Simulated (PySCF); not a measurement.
HOSi, SMILES [OH+]=[Si] (connectivity only; charge and spin as stated), charge +1, multiplicity 1. The structure is a stationary point at r2SCAN-D4/def2-TZVPD. The isomer is the one that the SMILES or the coordinates give; other isomers of the formula were not compared.

PySCF 2.14.0 with TDDFT-M06-2X/def2-TZVPD puts the lowest singlet excitations at 7.49, 7.49, 7.63, 7.76, 7.76, 9.37 eV and the lowest triplet (TDA) at 4.80 eV.

**Question.** What are the lowest singlet roots from EOM-CCSD/aug-cc-pVDZ in PySCF? (Estimate from the structure and the level; the computed values follow.)

**Answer.** 7.77, 7.77, 7.89, 7.89, 7.95, 9.36 eV; triplets 4.87, 4.87, 7.19 eV. S1 differs by 0.28 eV (second minus first; roots are paired by order, and the bases may differ).
